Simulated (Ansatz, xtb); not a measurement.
# Ranking isomers of CH10OSeSi3

3 gas-phase structures of CH10OSeSi3, from a drawn sample of its isomers (lower ones may exist). Each was relaxed with GFN2-xTB; where two conformers were screened, the lower at r2SCAN-D4/def2-SVP is listed:

A. `C[Si@@H]([SiH3])[Se][SiH2]O`, a singlet
B. `C[Si@@H]([SiH3])O[SiH2][SeH]`, a singlet
C. `C[Se][SiH2][SiH2]O[SiH3]`, a singlet

Which do you expect lowest at r2SCAN-D4/def2-SVP, and how would the others follow?

Calculated order at r2SCAN-D4/def2-SVP: B (0.0), A (4.5), C (17.1) kcal/mol.

Energies above the lowest of each column, in kcal/mol; the last columns are at PBE0-D3(BJ)/def2-SVP geometries:

```csv
structure,GFN2-xTB,HF/STO-3G,r2SCAN-D4/def2-SVP,PBE0-D3(BJ)/def2-SVP,CCSD(T)/def2-SVP + ΔMP2/def2-TZVPP
B,3.4,6.5,0.0,0.0,0.0
A,21.7,0.0,4.5,4.9,7.8
C,0.0,21.1,17.1,16.7,15.3
```

CCSD(T)/def2-SVP + ΔMP2/def2-TZVPP puts B lowest; GFN2-xTB picks C, HF/STO-3G picks A. Flexible structures stand in one conformer each, not always the lowest. ΔMP2 is the change of the MP2 energy from the smaller to the larger basis.

Programs: Ansatz 0.2.0, xtb 6.7.1.
